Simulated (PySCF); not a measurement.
Ge(Me)(OMe), SMILES C[O][Ge][CH3] (CAM-B3LYP/def2-SVP optimised geometry):

```
10

Ge    -0.968    -1.234     0.000
C     -1.329     0.740     0.000
H     -2.416     0.916    -0.004
H     -0.898     1.234    -0.887
H     -0.905     1.231     0.892
O      0.813    -1.234     0.000
C      1.763    -0.206    -0.001
H      1.316     0.802     0.007
H      2.416    -0.297     0.885
H      2.406    -0.288    -0.894
```

Calculation: CAM-B3LYP/def2-TZVP (PySCF).

Task: What are the frontier orbital energies and the dipole moment?

Result: HOMO-2 -9.67 eV, HOMO-1 -9.66 eV, HOMO -7.79 eV, LUMO -0.76 eV, LUMO+1 1.78 eV; dipole moment 1.52 D.

On the same geometry PBE/def2-TZVP run with PySCF gives HOMO-2 -6.84 eV, HOMO-1 -6.76 eV, HOMO -5.41 eV, LUMO -2.57 eV, LUMO+1 0.08 eV; dipole moment 1.49 D.

Meta-Löwdin charges at CAM-B3LYP/def2-TZVP: Ge1 0.58, C2 -0.58, H3 0.12, H4 0.12, H5 0.12, O6 -0.56, C7 -0.11, H8 0.09, H9 0.11, H10 0.11.
